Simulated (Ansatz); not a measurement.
Mulliken charges of C2H5NSeSi, SMILES `C[SiH2][Se]C#N` from PBE/def2-TZVPP in Ansatz (PBE0-D4/def2-TZVP geometry).

```tsv
atom	x (Å)	y (Å)	z (Å)	charge (e)
C1	-1.074	-0.509	0.611	-0.351
Si2	0.683	0.050	0.816	0.225
Se3	1.889	-0.325	-1.130	0.064
C4	0.704	0.626	-2.151	-0.233
N5	-0.050	1.218	-2.795	-0.003
H6	-1.122	-1.576	0.390	0.119
H7	-1.549	0.039	-0.206	0.134
H8	-1.635	-0.314	1.529	0.117
H9	1.452	-0.752	1.801	-0.043
H10	0.784	1.492	1.140	-0.029
```

Q: By hand: the dipole of these point charges (1 e Å = 4.8032 D).

A: Σ q r = (-0.130, -0.210, 0.494) e Å, of length 0.552 e Å = 2.65 D.

Q: How does the dipole of the full density compare? (Estimate.)

A: Computed: (0.090, -0.392, 0.730) e Å, 4.00 D; the point charges give 0.66 times that, at 20° from its direction.

Point charges leave out the atoms' own dipoles, such as those of lone pairs, and Mulliken's split depends on the basis, so the two needn't agree.
